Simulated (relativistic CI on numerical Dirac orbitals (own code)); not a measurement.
## Fe3+ in a cubic cluster: L2,3 absorption with charge transfer

Computed with a charge-transfer multiplet model of a cubic metal-ligand cluster with up to 2 ligand holes, Slater and spin-orbit integrals from Dirac-Coulomb-Breit ions, Slater integrals scaled by 0.8. The ground state mixes d5 with configurations of k ligand holes L, whose averages lie at kΔ + k(k − 1)U_dd/2; a core hole lowers each added d electron by U_cd. 20 K, Lorentzian 0.4 eV and Gaussian 0.3 eV FWHM.

Atomic integrals in eV (Slater integrals scaled, ζ unscaled), ground: F2dd 9.587, F4dd 5.993, zeta_d 0.056; with the core hole: F2dd 10.208, F4dd 6.385, zeta_d 0.075, zeta_core 8.130, F2cd 5.984, G1cd 4.514, G3cd 2.566.

Cluster parameters (eV): U_dd = 6.2, U_cd = 7.3, 10Dq = 1.5, 10Dq(ligand) = 0.6, V(eg) = 2.1, V(t2g) = -0.89, final-state hopping factor = 0.8.

| Case | n_d | d5 | d6L | d7L2 | S |
| --- | --- | --- | --- | --- | --- |
| Δ = 0.8 eV | 5.37 | 0.66 | 0.32 | 0.02 | 2.49 |
| Δ = 2.8 eV | 5.23 | 0.78 | 0.21 | 0.01 | 2.50 |
| Δ = 3.8 eV | 5.18 | 0.82 | 0.17 | 0.01 | 2.50 |

Weights, n_d and S are thermal averages at 20 K. Photon energies count from the first peak over 30 % of the highest in each spectrum, which can be another peak from case to case. The parameters are a model scan and need not match a compound or its usual spin state. Peaks in eV (height, largest 100):
- Δ = 0.8 eV: 0.0 (42), 2.0 (100), 5.4 (11), 13.1 (16), 15.1 (22), 16.2 (14)
- Δ = 2.8 eV: 0.0 (35), 2.0 (100), 6.2 (7), 13.2 (14), 15.1 (21), 16.3 (13)
- Δ = 3.8 eV: 0.0 (35), 2.0 (100), 3.2 (26), 5.3 (9), 13.1 (14), 15.1 (21), 16.4 (15)

For the case Δ = 3.8 eV, Δ = 3.8 eV is smaller than U_dd = 6.2 eV, the charge-transfer side of the Zaanen-Sawatzky-Allen scheme. With the core hole the configuration with one ligand hole lies at Δ + U_dd − U_cd = -0.3, 1.7, 2.7 eV from the one without, in the order of the table; where this is negative the screened configuration lies lower, though the effective hopping of about 2.6 eV (from the holes of the mixed ground state) mixes the two strongly wherever it is as large as the gap.
